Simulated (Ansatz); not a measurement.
Start from `[BH2][SnH2][CH3]` and change one atom or group to get `[CH3][SnH2][Cl]`.

Ansatz, PBE0-D4/def2-TZVP geometries, multiplicity 1. 

Elements past krypton have def2 core potentials.

| property | `[BH2][SnH2][CH3]` |
| --- | --- |
| size of the dipole moment (PBE/def2-TZVPP) / D | 0.72 |
| HOMO energy (B3LYP/def2-TZVPP) / eV | -7.52 |
| HOMO energy (ωB97M-V/def2-TZVPP) / eV | -9.84 |
| size of the dipole moment (ωB97M-V/def2-TZVPP) / D | 0.78 |
| HOMO–LUMO gap (B3LYP/def2-TZVPP) / eV | 4.87 |
| HOMO–LUMO gap (ωB97M-V/def2-TZVPP) / eV | 9.33 |

Task: What does the change do to each property? (Best estimate.)

Result: Computed: 
```tsv
property	`[CH3][SnH2][Cl]`	shift
size of the dipole moment (PBE/def2-TZVPP) / D	2.84	2.12
HOMO energy (B3LYP/def2-TZVPP) / eV	-8.05	-0.53
HOMO energy (ωB97M-V/def2-TZVPP) / eV	-10.50	-0.66
size of the dipole moment (ωB97M-V/def2-TZVPP) / D	2.95	2.17
HOMO–LUMO gap (B3LYP/def2-TZVPP) / eV	7.31	2.44
HOMO–LUMO gap (ωB97M-V/def2-TZVPP) / eV	11.65	2.32
```

With PBE0 the HOMO falls by 0.59 eV and the LUMO rises by 1.96 eV, so the gap widens by about 2.55 eV. PBE moves the HOMO by -0.41 eV and ωB97M-V by -0.66 eV. Dipoles are sizes alone; their direction can turn.

B3LYP here is the variant with VWN-RPA as its local correlation; programs differ in this.
